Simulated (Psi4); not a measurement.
A run for Psi4: SAPT0/jun-cc-pV(D+d)Z on C3H5Cl (a complex), monomers drawn apart or pushed together.

```
memory 2025 MB

molecule dimer {
0 1
C     0.41051972    0.07596698    0.03502410
C     0.55043701   -0.81996688   -0.74703761
H     0.28303593    0.85982101    0.74464672
H     0.67620536   -1.60768192   -1.44911977
--
0 1
C    -0.25325064   -0.80261270    3.21219355
Cl   -0.20414841    0.99456353    3.18224181
H     0.50714842   -1.14804543    3.90554732
H    -1.24194497   -1.10612016    3.54187710
H    -0.05309751   -1.16327918    2.20775877
units angstrom
symmetry c1
no_reorient
no_com
}

set {
  basis jun-cc-pV(D+d)Z
  scf_type df
  freeze_core true
}

energy('sapt0')
```

It printed:

```
[...]
==> Input File <==

--------------------------------------------------------------------------
memory 2025 MB

molecule dimer {
0 1
C     0.41051972    0.07596698    0.03502410
C     0.55043701   -0.81996688   -0.74703761
H     0.28303593    0.85982101    0.74464672
H     0.67620536   -1.60768192   -1.44911977
--
0 1
C    -0.25325064   -0.80261270    3.21219355
Cl   -0.20414841    0.99456353    3.18224181
H     0.50714842   -1.14804543    3.90554732
H    -1.24194497   -1.10612016    3.54187710
H    -0.05309751   -1.16327918    2.20775877
units angstrom
symmetry c1
no_reorient
no_com
}

set {
  basis jun-cc-pV(D+d)Z
  scf_type df
  freeze_core true
}

energy('sapt0')
--------------------------------------------------------------------------


   => Loading Basis Set <=

    Name: JUN-CC-PV(D+D)Z
    Role: ORBITAL
    Keyword: BASIS
    atoms 1-2, 5   entry C          line   188 file jun-cc-pv_dpd_z.gbs
    atoms 3-4, 7-9 entry H          line    60 file jun-cc-pv_dpd_z.gbs
    atoms 6        entry CL         line   764 file jun-cc-pv_dpd_z.gbs

   => Loading Basis Set <=

    Name: JUN-CC-PV(D+D)Z
    Role: ORBITAL
    Keyword: BASIS
    atoms 1-2, 5   entry C          line   188 file jun-cc-pv_dpd_z.gbs
    atoms 3-4, 7-9 entry H          line    60 file jun-cc-pv_dpd_z.gbs
    atoms 6        entry CL         line   764 file jun-cc-pv_dpd_z.gbs


  //>>>>>>>>>>>>>>>>>>>>>>>>>>>>>>>>>>>//
  //              Dimer HF             //
  //<<<<<<<<<<<<<<<<<<<<<<<<<<<<<<<<<<<//

   => Libint2 <=

    Primary   basis highest AM E, G, H:  7, 6, 3
    Auxiliary basis highest AM E, G, H:  7, 7, 4
    Onebody   basis highest AM E, G, H:  -, -, -
    Solid Harmonics ordering:            Gaussian


   => Loading Basis Set <=

    Name: JUN-CC-PV(D+D)Z
    Role: ORBITAL
    Keyword: BASIS
    atoms 1-2, 5   entry C          line   188 file jun-cc-pv_dpd_z.gbs
    atoms 3-4, 7-9 entry H          line    60 file jun-cc-pv_dpd_z.gbs
    atoms 6        entry CL         line   764 file jun-cc-pv_dpd_z.gbs


         ---------------------------------------------------------
                                   SCF
               by Justin Turney, Rob Parrish, Andy Simmonett
                          and Daniel G. A. Smith
                              RHF Reference
                        1 Threads,   1931 MiB Core
         ---------------------------------------------------------

  ==> Geometry <==

    Molecular point group: c1
    Full point group: C1

    Geometry (in Angstrom), charge = 0, multiplicity = 1:

       Center              X                  Y                   Z               Mass
    ------------   -----------------  -----------------  -----------------  -----------------
         C            0.410519720000     0.075966980000     0.035024100000    12.000000000000
         C            0.550437010000    -0.819966880000    -0.747037610000    12.000000000000
         H            0.283035930000     0.859821010000     0.744646720000     1.007825032230
         H            0.676205360000    -1.607681920000    -1.449119770000     1.007825032230
         C           -0.253250640000    -0.802612700000     3.212193550000    12.000000000000
         CL          -0.204148410000     0.994563530000     3.182241810000    34.968852682000
         H            0.507148420000    -1.148045430000     3.905547320000     1.007825032230
         H           -1.241944970000    -1.106120160000     3.541877100000     1.007825032230
         H           -0.053097510000    -1.163279180000     2.207758770000     1.007825032230

  Running in c1 symmetry.

  Rotational constants: A =      0.32704  B =      0.03102  C =      0.02899 [cm^-1]
  Rotational constants: A =   9804.27997  B =    930.01164  C =    869.10334 [MHz]
  Nuclear repulsion =  127.801551659223009

  Charge       = 0
  Multiplicity = 1
  Electrons    = 40
  Nalpha       = 20
  Nbeta        = 20

  ==> Algorithm <==

  SCF Algorithm Type is DF.
  DIIS enabled.
  MOM disabled.
  Fractional occupation disabled.
  Guess Type is SAD.
  Energy threshold   = 1.00e-08
  Density threshold  = 1.00e-08
  Integral threshold = 1.00e-12

  ==> Primary Basis <==

  Basis Set: JUN-CC-PV(D+D)Z
    Blend: JUN-CC-PV(D+D)Z
    Number of shells: 50
    Number of basis functions: 106
    Number of Cartesian functions: 111
    Spherical Harmonics?: true
    Max angular momentum: 2

   => Loading Basis Set <=

    Name: (JUN-CC-PV(D+D)Z AUX)
    Role: JKFIT
    Keyword: DF_BASIS_SCF
    atoms 1-2, 5   entry C          line   146 file jun-cc-pvdz-jkfit.gbs
    atoms 3-4, 7-9 entry H          line    70 file jun-cc-pvdz-jkfit.gbs
    atoms 6        entry CL         line   746 file jun-cc-pvdz-jkfit.gbs

  ==> Integral Setup <==

  DFHelper Memory: AOs need 0.042 GiB; user supplied 1.414 GiB.
  SCF_SUBTYPE=INCORE selected. In-core MEM_DF algorithm will be used.
  Using in-core AOs.

  ==> MemDFJK: Density-Fitted J/K Matrices <==

    J tasked:                   Yes
    K tasked:               
[...]
  DOCC [    13 ]
    NA   [    13 ]
    NB   [    13 ]

  @DF-RHF Final Energy:  -499.12251411246604

   => Energetics <=

    Nuclear Repulsion Energy =             51.0621859980575294
    One-Electron Energy =                -789.5362143921577172
    Two-Electron Energy =                 239.3515142816341381
    Total Energy =                       -499.1225141124660354

Computation Completed


Properties will be evaluated at   0.000000,   0.000000,   0.000000 [a0]

Properties computed using the SCF density matrix


 Multipole Moments:

 ------------------------------------------------------------------------------------
     Multipole            Electronic (a.u.)      Nuclear  (a.u.)        Total (a.u.)
 ------------------------------------------------------------------------------------

 L = 1.  Multiply by 2.5417464519 to convert [e a0] to [Debye]
 Dipole X            :         10.8938165          -10.9186880           -0.0248715
 Dipole Y            :        -17.2960573           16.3923519           -0.9037054
 Dipole Z            :       -156.8815601          156.8972616            0.0157015
 Magnitude           :                                                    0.9041839

 ------------------------------------------------------------------------------------

  Constructing Basis Sets for SAPT...

   => Loading Basis Set <=

    Name: (JUN-CC-PV(D+D)Z AUX)
    Role: RIFIT
    Keyword: DF_BASIS_SAPT
    atoms 1-2, 5   entry C          line   100 file jun-cc-pvdz-ri.gbs
    atoms 3-4, 7-9 entry H          line    30 file jun-cc-pvdz-ri.gbs
    atoms 6        entry CL         line   544 file jun-cc-pvdz-ri.gbs

   => Loading Basis Set <=

    Name: (JUN-CC-PV(D+D)Z AUX)
    Role: JKFIT
    Keyword: DF_BASIS_ELST
    atoms 1-2, 5   entry C          line   146 file jun-cc-pvdz-jkfit.gbs
    atoms 3-4, 7-9 entry H          line    70 file jun-cc-pvdz-jkfit.gbs
    atoms 6        entry CL         line   746 file jun-cc-pvdz-jkfit.gbs


  //>>>>>>>>>>>>>>>>>>>>>>>>>>>>>>>>>>>//
  //               SAPT0               //
  //<<<<<<<<<<<<<<<<<<<<<<<<<<<<<<<<<<<//



        SAPT0
    Ed Hohenstein
     6 June 2009

      Orbital Information
  --------------------------
    NSO        =       106
    NMO        =       106
    NRI        =       350
    NRI (Elst) =       473
    NOCC A     =         7
    NOCC B     =        13
    FOCC A     =         2
    FOCC B     =         6
    NVIR A     =        99
    NVIR B     =        93

    Elst10,r            =    -0.007862697198 [Eh]
    Exch10              =     0.012531752596 [Eh]
    Exch10 (S^2)        =     0.012447131590 [Eh]

    Maxiter = 50
    CPHF R converge = 1.000000E-08

    Iter     Energy [mEh]          dE [mEh]         Residual      Time [s]
       1      -1.91667625       1.916676252     6.293206e-03             0
       2      -2.31887719       0.402200939     2.683651e-03             0
       3      -2.37090601       0.052028820     7.184189e-04             0
       4      -2.35504508      -0.015860931     3.134668e-04             0
       5      -2.35596493       0.000919846     1.423254e-04             0
       6      -2.35790067       0.001935741     3.318791e-05             0
       7      -2.35736576      -0.000534907     5.266607e-06             0
       8      -2.35738176       0.000015998     1.422851e-06             0
       9      -2.35739477       0.000013016     2.463155e-07             0
      10      -2.35739275      -0.000002025     4.434291e-08             0
      11      -2.35739300       0.000000251     7.060457e-09             0

    CHF Iterations converged

    Maxiter = 50
    CPHF R converge = 1.000000E-08

    Iter     Energy [mEh]          dE [mEh]         Residual      Time [s]
       1      -1.43258999       1.432589989     6.883818e-03             0
       2      -1.81797163       0.385381640     2.779205e-03             0
       3      -1.85206847       0.034096839     5.929371e-04             0
       4      -1.84267922      -0.009389245     2.265320e-04             0
       5      -1.84096276      -0.001716460     4.114715e-05             0
       6      -1.84162851       0.000665746     9.966274e-06             0
       7      -1.84154860      -0.000079907     2.425726e-06             0
       8      -1.84154944       0.000000834     7.014954e-07             0
       9      -1.84155185       0.000002415     1.582673e-07             0
      10      -1.84155148      -0.000000371     3.839153e-08             0
      11      -1.84155140      -0.000000080     8.532212e-09             0

    CHF Iterations converged

    Ind20,r (A<-B)      =    -0.002357392999 [Eh]
    Ind20,r (B<-A)      =    -0.001841551401 [Eh]
    Ind20,r             =    -0.004198944401 [Eh]
    Exch-Ind20,r (A<-B) =     0.002004579318 [Eh]
    Exch-Ind20,r (B<-A) =     0.001231162036 [Eh]
    Exch-Ind20,r        =     0.003235741353 [Eh]
    Disp20              =    -0.004798541580 [Eh]
    Disp20 (SS)         =    -0.002399270790 [Eh]
    Disp20 (OS)         =    -0.002399270790 [Eh]
    Exch-Disp20         =     0.000719153607 [Eh]
    Exch-Disp20 (SS)    =     0.000387997861 [Eh]
    Exch-Disp20 (OS)    =     0.000331155746 [Eh]

    SAPT Results
  --------------------------------------------------------------------------------------------------------
    Electrostatics                 -7.86269720 [mEh]      -4.93391698 [kcal/mol]     -20.64350865 [kJ/mol]
      Elst10,r                     -7.86269720 [mEh]      -4.93391698 [kcal/mol]     -20.64350865 [kJ/mol]

    Exchange                       12.53175260 [mEh]       7.86379348 [kcal/mol]      32.90211191 [kJ/mol]
      Exch10                       12.53175260 [mEh]       7.86379348 [kcal/mol]      32.90211191 [kJ/mol]
      Exch10(S^2)                  12.44713159 [mEh]       7.81069299 [kcal/mol]      32.67993949 [kJ/mol]

    Induction                      -2.24813193 [mEh]      -1.41072408 [kcal/mol]      -5.90246957 [kJ/mol]
      Ind20,r                      -4.19894440 [mEh]      -2.63487739 [kcal/mol]     -11.02432701 [kJ/mol]
      Exch-Ind20,r                  3.23574135 [mEh]       2.03045835 [kcal/mol]       8.49543775 [kJ/mol]
      delta HF,r (2)               -1.28492888 [mEh]      -0.80630505 [kcal/mol]      -3.37358031 [kJ/mol]

    Dispersion                     -4.07938797 [mEh]      -2.55985460 [kcal/mol]     -10.71043165 [kJ/mol]
      Disp20                       -4.79854158 [mEh]      -3.01113030 [kcal/mol]     -12.59856918 [kJ/mol]
      Exch-Disp20                   0.71915361 [mEh]       0.45127570 [kcal/mol]       1.88813753 [kJ/mol]
      Disp20 (SS)                  -2.39927079 [mEh]      -1.50556515 [kcal/mol]      -6.29928459 [kJ/mol]
      Disp20 (OS)                  -2.39927079 [mEh]      -1.50556515 [kcal/mol]      -6.29928459 [kJ/mol]
      Exch-Disp20 (SS)              0.38799786 [mEh]       0.24347233 [kcal/mol]       1.01868824 [kJ/mol]
      Exch-Disp20 (OS)              0.33115575 [mEh]       0.20780337 [kcal/mol]       0.86944929 [kJ/mol]

  Total HF                          2.42092347 [mEh]       1.51915241 [kcal/mol]       6.35613369 [kJ/mol]
  Total SAPT0                      -1.65846450 [mEh]      -1.04070219 [kcal/mol]      -4.35429796 [kJ/mol]

  Special recipe for scaled SAPT0 (see Manual):
    Electrostatics sSAPT0          -7.86269720 [mEh]      -4.93391698 [kcal/mol]     -20.64350865 [kJ/mol]
    Exchange sSAPT0                12.53175260 [mEh]       7.86379348 [kcal/mol]      32.90211191 [kJ/mol]
    Induction sSAPT0               -2.18168833 [mEh]      -1.36903010 [kcal/mol]      -5.72802193 [kJ/mol]
    Dispersion sSAPT0              -4.06462068 [mEh]      -2.55058798 [kcal/mol]     -10.67166012 [kJ/mol]
  Total sSAPT0                     -1.57725361 [mEh]      -0.98974158 [kcal/mol]      -4.14107879 [kJ/mol]
  --------------------------------------------------------------------------------------------------------



*** Psi4 exiting successfully. Buy a developer a beer!
```

The run finished.

Cost: about 12 core-seconds (a rough figure).
